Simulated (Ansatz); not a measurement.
`C#C[SiH](Cl)Cl` + CH₃NH₂ → `C#CNC` + `Cl[SiH2]Cl` at 298.15 K and 1 bar (substitution at a C–Si bond).

Program: Ansatz. Geometries: PBE0-D4/def2-TZVP. ΔE: electronic, gas phase. CBS: MP2 limit from def2 TZ/QZ plus the TZ coupled-cluster correction, frozen cores.

```tsv
species	CCSD(T)/CBS energy (Eh)	H − E (kJ/mol)	S (J/(mol·K))
`C#C[SiH](Cl)Cl`	-1285.99086	102.6	342.6
CH₃NH₂	-95.75281	180.0	240.4
`C#CNC`	-171.77864	208.1	290.4
`Cl[SiH2]Cl`	-1209.93203	67.2	287.0
```

H − E and S are ideal-gas, rigid-rotor, harmonic terms from PBE0-D4/def2-TZVP, for one conformer and one mirror image of each species. 1 Eh = 2625.50 kJ/mol, R = 8.31446 J/(mol·K).

**Question.** By hand: ΔE, ΔH, ΔS and ΔG.

**Answer.** ΔE = (-171.77864) + (-1209.93203) − (-1285.99086) − (-95.75281) = 0.03300 Eh = 86.6 kJ/mol. Δ(H − E) = 208.1 + 67.2 − 102.6 − 180.0 = -7.3, so ΔH = 79.3 kJ/mol. ΔS = 290.4 + 287.0 − 342.6 − 240.4 = -5.6 J/(mol·K). ΔG = 79.3 − 298.15 × (-5.6)/1000 = 81.0 kJ/mol.

**Question.** By hand: the equilibrium constant, and the temperature at which ΔG would vanish if ΔH and ΔS stayed fixed.

**Answer.** log₁₀ K = −ΔG/(RT ln 10) = -14.2. ΔH and −TΔS have one sign here, so there is no such temperature. One of them is within its doubt of zero, so this could turn.

The number of gas molecules stays the same, so ΔS is small and ΔH decides. A doubt of 5 kJ/mol in ΔE shifts log₁₀ K by 0.9 here. Other conformers and mirror images would add mixing entropy, several J/(mol·K) or more a flexible species. These are equilibria of isolated gas molecules and say nothing of rates. Largest T1 diagnostic: 0.012 (customary marks: 0.02 for closed shells, 0.045 for open ones).
